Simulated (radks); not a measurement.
Effect of the nuclear size on the scandium ion Sc2+, [Ar] 3d1. All-electron calculation, Dirac Kohn-Sham, PBE, spin-unpolarised, spherical densities, finite nucleus; open shells fill j = l - 1/2 first; Fermi nuclear charge, rms radius 3.5459 fm. Program: a radial shooting solver on a logarithmic mesh with Libxc functionals. The rms radius is varied about that value; shifts are against it.

| rms radius (fm) | total energy shift (eV) | density at nucleus (e/bohr^3) | 1s1/2 shift (meV) | 2s1/2 shift (meV) | 3s1/2 shift (meV) |
|---|---|---|---|---|---|
| 2.9466 | -0.0120 | 7295 | -5.08 | -0.416 | -0.055 |
| 3.358 | -0.00400 | 7268 | -1.69 | -0.138 | -0.018 |
| 3.5459 | 0 | 7257 | 0.000 | 0.000 | 0.000 |
| 3.67 | 0.00276 | 7250 | 1.17 | 0.095 | 0.013 |
| 4.2515 | 0.0169 | 7220 | 7.15 | 0.585 | 0.077 |

Slopes of the eigenvalues against <r^2> in GHz/fm^2, as finite differences over the two radii next to the reference (eigenvalue slopes, not the field-shift constants of lines): 1s1/2 315, 2s1/2 25.8, 3s1/2 3.39.
